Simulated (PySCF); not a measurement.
# Computed properties of C₂H₈FNSi₂, SMILES [SiH3]N[Si@@H](C=C)F

C2H8FNSi2, SMILES C=C[Si@@H](F)N[SiH3]. Coordinates come from a B3LYP-D3(BJ)/def2-SVP optimisation. The structure was generated by enumeration; whether it is a known compound was not checked. The values are those of a single conformer. All values are computed for the isolated molecule unless a solvent is named; none is compared with measurement here.

**Structure.** All 36 harmonic modes at B3LYP-D3(BJ)/def2-SVP (PySCF) are real, so it is a minimum. With heavy atoms numbered as in [CH2:1]=[CH:2][Si@@H:3]([F:4])[NH:5][SiH3:6], the shortest bond between them is C1–C2 at 1.341 Å and the longest C2–Si3 at 1.860 Å.

**Vibrations.** The strongest infrared lines (harmonic, unscaled, degenerate partners summed) lie at 941 cm⁻¹ (311 km/mol, H 49 %, N 25 %, Si 23 %), 868 cm⁻¹ (305 km/mol, H 54 %, Si 25 %, N 10 %, F 9 %), 937 cm⁻¹ (165 km/mol, H 84 %, Si 9 %). The softest mode is at 52 cm⁻¹ and the zero-point energy is 60.4 kcal/mol.

**Electronic structure.** M06-2X/def2-TZVP (PySCF) places the frontier levels at -9.27 and -0.01 eV, a gap of 9.26 eV, and gives a dipole moment of 2.00 D and a mean polarisability of 77.6 bohr³. PBE/def2-TZVP (PySCF) at the same geometry gives -6.56 and -1.87 eV, so its gap is 4.57 eV narrower. An orbital gap is neither the optical nor the fundamental gap.

**Excitations.** TDDFT-B3LYP/def2-SVPD (PySCF) has S1 at 5.66 eV (219 nm, f = 0.002, dark); the most intense of the 10 singlets computed lies at 6.84 eV (f = 0.18). T1 (TDA) is at 4.20 eV. TDDFT-PBE/def2-SVPD (PySCF) puts S1 at 4.71 eV. No vertical singlet excitation falls in the visible range (under 3.1 eV).

**NMR.** GIAO shifts at HF/pcSseg-1 (PySCF) (non-relativistic, atoms alike by connectivity averaged): ¹³C from 141.7 to 151.2 ppm against TMS; ¹H from 0.9 to 6.8 ppm against TMS; ²⁹Si from -53.6 to -24.2 ppm against TMS; ¹⁹F at -125.3 ppm against CFCl3.

**Solvation.** SMD-ωB97X/6-31G* (PySCF) gives 0.7 kcal/mol in water, -2.9 kcal/mol in N,N-dimethylformamide, -3.0 kcal/mol in ethylethanoate (1 M in both phases, gas-phase geometry).
